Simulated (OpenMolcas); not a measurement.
Co+: effect of the active space

```
Program             : OpenMolcas
Method              : MS-CASPT2 or its RAS form, IPEA 0.25 Eh, imaginary shift 0.1 Eh
Basis               : ANO-RCC-VTZP
Scalar Hamiltonian  : DKH2, point nucleus
Spin-orbit coupling : RASSI with atomic mean-field integrals over the reference wave functions, term energies averaged over their components
```

A. 8 electrons in 6 orbitals (3d 4s); 2S+1 = 5 even, 15 roots; 2S+1 = 3 even, 38 roots; 2S+1 = 1 even, 28 roots; closed shells correlated: 3s 3p; CASPT2 step roughly 18 core-seconds
B. 8 electrons in 9 orbitals (RAS2 3d 4s; RAS3 4p, at most 2 electrons); 2S+1 = 3 even, 55 roots; 2S+1 = 5 even, 10 roots kept (CI in the orbitals of an earlier block); 2S+1 = 1 even, 49 roots kept (CI in the orbitals of an earlier block); 2S+1 = 3 odd, 21 roots; 2S+1 = 5 odd, 22 roots kept (CI in the orbitals of an earlier block); 2S+1 = 1 odd, 9 roots kept (CI in the orbitals of an earlier block, 0 in the spin-orbit step); closed shells correlated: 3s 3p; CASPT2 step roughly 5 core-minutes

Energies in cm-1 above 3d7 4s 5F5.

```tsv
Level	A	B
3d7 4s 5F5	0.0	0.0
3d7 4s 5F4	695	661
3d7 4s 5F3	1258	1183
3d7 4s 5F2	1672	1568
3d7 4s 5F1	1943	1820
3d7 4s 5P3	15010	14950
3d7 4s 5P2	15140	15220
3d7 4s 3G5	15510	18110
3d7 4s 5P1	15540	15540
3d7 4s 3G4	15890	18490
3d7 4s 3G3	16300	18870
3d7 4s 3P2(1) [54 %]	18460	21230
3d7 4s 1G4	19080	21980
3d7 4s 3P2(2) [60 %]	19080	21840
3d7 4s 3H6	21620	24190
3d7 4s 1P1 [50 %]	21770	24300
3d7 4s 3D3	21800	24440
3d7 4s 3H5	21970	24530
3d7 4s 3H4	22390	24940
3d7 4s 3D2	22400	25060
3d7 4s 3D1 [55 %]	23530	26040
3d7 4s 1H5	25270	27700
3d7 4s 1D2	25270	28730
```

B puts 3d8 3F4 lowest.

The spin-orbit steps hold different terms of 3d7 4s (A lacks 1F, a 3F), which shifts levels as well.

Between A and B the level of the table that moves most is 3d7 4s 1D2, by 3500 cm-1 (lowest in A, highest in B). Moves below CASPT2's spread within the term are not significant.

Term energies are means over components that CASPT2 splits; among the terms shown or strongly mixed into the levels shown the widest spread is 1600 cm-1 (3d7 4s 5F, B). The CASPT2 spread within a term exceeds the gap to the next term for 3d7 4s 1G and 3d7 4s 3P(2), 3d7 4s 3H and 3d7 4s 3D, 3d7 4s 3D and 3d7 4s 1P and others, so the order of their levels is uncertain, and so are names and mixing where such terms share a J (figures for A; the like holds for B). The lowest computed level is not the ground level that NIST lists (3F4) (holds for A). No level of 3d8 was computed, though it lies in the active space (holds for A). Some high roots are left out of the spin-orbit mixing, which shifts the levels that they would mix with (holds for B). Terms from blocks run as CI alone lack orbitals of their own (holds for B). Some terms miss by over 15 % even with CASPT2, which points to a basis or an active space too small for the shells correlated (holds for B). Only configurations of the active space appear. The table leaves out levels that lie high or whose names do not pair safely across all columns.

A share in square brackets marks a mixed level and gives the weight of the term that names it, the lowest over the columns. A number in round brackets counts repeated terms of one configuration in the order of the reference energies.
